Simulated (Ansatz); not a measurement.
Geometry optimisation, RKS B3LYP/def2-SVP (Ansatz).

Input file:

```yaml
crystal:
  periodic: [false, false, false]
  atoms:
    - { symbol: B, position_ang: [-1.18957, 0.17876, -0.81013] }
    - { symbol: C, position_ang: [-0.37963, -0.80643, -0.3055] }
    - { symbol: Sb, position_ang: [0.9796, -0.22169, 1.27278] }
    - { symbol: H, position_ang: [-1.83254, 1.06383, -1.15424] }
    - { symbol: H, position_ang: [-0.27983, -1.85919, -0.49361] }
    - { symbol: H, position_ang: [0.46733, 1.40379, 1.29277] }
    - { symbol: H, position_ang: [2.23462, 0.24093, 0.19792] }
basis:
  gaussian: { orbitals: def2-SVP }
hamiltonian:
  xc: b3lyp
relax:
  f_tol: 0.015
  max_steps: 40
output:
  orbitals: {}
```

Command:

```bash
$ ansatz run input.yaml --threads 1 --pin off --max-ram 2048MiB --backend cpu --events-out ev --progress --plain --runs-dir out
```

**Question.** Where does it end, and by what steps?

**Answer.** The forces met the threshold. After 7 steps the energy has fallen by 0.090 eV; H4 moved furthest, 0.29 Å.

```
step  energy less start (eV)  largest force component (eV/Å)  accepted
   0                  0.0000                           0.829       yes
   1                 -0.0170                           0.354       yes
   2                 -0.0708                           0.122       yes
   3                 -0.0772                           0.134       yes
   4                 -0.0853                           0.220       yes
   5                 -0.0884                           0.318       yes
   6                 -0.0902                           0.045       yes
   7                 -0.0902                           0.013       yes
```

```xyz
7
Properties=species:S:1:pos:R:3
B -1.076 0.179 -0.748
C -0.419 -0.946 -0.330
Sb 0.982 -0.191 1.186
H -1.592 1.201 -1.053
H -0.399 -2.024 -0.458
H 0.279 1.384 1.273
H 2.225 0.398 0.129
```

Whether the end is a true minimum wasn't checked by a vibrational analysis.

Time of the run: 45 s on 1 thread of Arm Neoverse N1 (shared host), peak memory 0.16 GiB.
